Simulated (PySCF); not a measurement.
Species: C₄H₅F₃O₂S.
SMILES with atom numbers: `[CH2:1]=[CH:2][CH2:3][S:4](=[O:5])(=[O:6])[C:7]([F:8])([F:9])[F:10]` (hydrogens: H11, H12 on C1; H13 on C2; H14, H15 on C3)

Geometry (PBE0-D3(BJ)/def2-SVP, Å), atoms numbered from 1 in this order:
```xyz
15
C4H5F3O2S angstrom
C     -2.6577   -0.4469   -0.0119
C     -1.6347    0.1540   -0.6189
C     -0.2328   -0.3531   -0.5523
S      0.6483    0.6576    0.6561
O      0.6829    2.0315    0.1831
O      0.2120    0.2996    1.9940
C      2.3935    0.0142    0.5054
F      2.7950    0.0797   -0.7565
F      2.4389   -1.2463    0.9054
F      3.1798    0.7503    1.2586
H     -2.5240   -1.3727    0.5557
H     -3.6661   -0.0292   -0.0593
H     -1.7821    1.0945   -1.1588
H      0.3121   -0.2382   -1.5008
H     -0.1660   -1.3885   -0.1896
```

Linear response at PBE0/def2-SVPD (PySCF, frozen core in the response, non-relativistic). The structure is a single PBE0-D3(BJ)/def2-SVP conformer in the gas phase; no vibrational or solvent corrections.

Static isotropic polarisability: 79.55 au (11.79 Å³), principal values 67.4, 72.1, 99.2 au.

Task: What is the polarisability at 1064 nm and at the sodium D line?

Result: 80.20 au at 1064 nm (+0.8 %), 81.73 au at 589.3 nm (+2.7 %). The rise at 589.3 nm is 3.39 times that at 1064 nm; a pure ω² law gives 3.26. The lowest singlet lies at 188 nm, shorter than both wavelengths.

Task: What is the isotropic C6 coefficient between two such molecules, C6 = (3/π)∫α(iω)² dω?

Result: 2877 au (Eh·bohr⁶) by a ten-point quadrature over imaginary frequencies, which is 1720 eV·Å⁶ or 166 J·nm⁶/mol.

Task: Which effective excitation energy ω̄ makes London's formula C6 = (3/4)α²ω̄ exact here?

Result: ω̄ = 4·C6/(3α²) = 0.606 Eh = 16.5 eV. A one-pole form α(ω) = α/(1 − ω²/ω̄²) fitted to the 1064 nm value gives 13.0 eV.

Task: How many electrons N does the Slater–Kirkwood formula C6 = (3/4)·√N·α^(3/2) need to give this C6?

Result: N = (4·C6/3)²/α³ = 29.2; the species has 88 electrons in all.

Task: What three-body coefficient follows from the one-pole estimate C9 = (3/4)·α·C6?

Result: 172000 au. This is an estimate from the two numbers above, not a computed integral.

Task: What n − 1 at the D line would an ideal gas of it have at 273.15 K and 1 atm (2.6868 × 10¹⁹ cm⁻³), by n − 1 = 2π·N·α′?

Result: 20.45 × 10⁻⁴, a formal value whether or not that pressure can be reached.

Task: How anisotropic is the static polarisability, by Δα² = ½[(α1 − α2)² + (α2 − α3)² + (α3 − α1)²]?

Result: Δα = 29.7 au, or 0.37 of the isotropic value.

Hardware: one thread, Arm Neoverse V1 (aarch64), no GPU, on a shared host. Cost: 87 s (grids of density and orbitals included), 1.1 GiB resident at most. This is the whole response run at PBE0/def2-SVPD, SCF included.
